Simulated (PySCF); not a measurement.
C₃H₄BCl, SMILES C#CB(C)Cl.

The structure is a stationary point at PBE0-D3(BJ)/def2-SVP. This is a generated structure with no PubChem entry under its InChIKey; it may be hypothetical.

Two levels are set side by side: TDA-PBE/def2-SVPD (PySCF) and TDA-B3LYP/def2-SVPD (PySCF). Vertical, same geometry. The lowest singlet is HOMO→LUMO 100 % with PBE and HOMO→LUMO 98 % with the other functional; states are paired by order. Differences are taken from unrounded values.

```
quantity                               TDA-PBE
-------------------------------------  -------
lowest singlet excitation (eV)            4.28
lowest triplet excitation (TDA) (eV)      3.99
first bright state (f over 0.05) (eV)     5.43
its oscillator strength                   0.13
```

### Question
These are the TDA-PBE values. What does TDA-B3LYP give? (The exact figures need the calculation; the answer reports its results.)

### Answer

| quantity | TDA-B3LYP | TDA-PBE minus TDA-B3LYP |
|---|---|---|
| lowest singlet excitation (eV) | 4.50 | -0.22 |
| lowest triplet excitation (TDA) (eV) | 4.16 | -0.18 |
| first bright state (f over 0.05) (eV) | 5.57 | -0.14 |
| its oscillator strength | 0.10 | 0.02 |

Functionals without exact exchange tend to place singlet excitations lower, as here. Differences between two approximate levels are no errors against the true value.

Rough cost on one machine, each run with all the roots and properties that it gave: TDA-B3LYP against TDA-PBE within a factor of 2.
